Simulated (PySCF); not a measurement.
H2Te2, SMILES [TeH][TeH].

The structure is a stationary point at B3LYP-D3(BJ)/def2-TZVP. The def2 effective core potentials stand for the cores of Te; spin–orbit coupling is left out.

Calculation: PySCF with PBE/def2-TZVPD.

Isolated molecule, no solvent.

Computed frontier levels, gap, dipole moment and polarisability:
The highest occupied level is -5.65 eV. The lowest empty level is -2.99 eV. The orbital gap is 2.66 eV. The dipole moment is 0.21 D and the quadrupole, principal values (traceless, Buckingham form, about the centre of nuclear charge) is -2.28, -2.10, 4.39 D·Å. The mean static polarisability is 90.2 bohr³ (13.37 Å³) and the polarisability, principal values comes out as 75.7, 75.8, 119.2 bohr³.
